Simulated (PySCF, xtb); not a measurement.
1,1-difluoro-1-methoxyethane (C₃H₆F₂O), SMILES COC(C)(F)F. The values are those of a single conformer.

Harmonic wavenumbers (cm⁻¹) from xtb 6.7.1 with GFN2-xTB at its own minimum, in rising order: 83, 155, 200, 257, 350, 360, 460, 541, 542, 786, 889, 939, 1069, 1090, 1128, 1130, 1172, 1220, 1375, 1398, 1448, 1455, 1466, 1472, 2951, 2969, 3042, 3054, 3057, 3062.

### Question
What does PySCF with PBE0-D3(BJ)/def2-SVP give at its own minimum? (Estimate from the structure and the level; the computed values follow.)

### Answer
84, 172, 242, 279, 378, 385, 520, 594, 600, 821, 955, 972, 1160, 1179, 1195, 1224, 1301, 1307, 1417, 1448, 1457, 1467, 1481, 1488, 3038, 3090, 3130, 3186, 3200, 3203. Paired by order, the mean absolute difference is 62 cm⁻¹ and the zero-point energies are 55.9 and 58.6 kcal/mol.
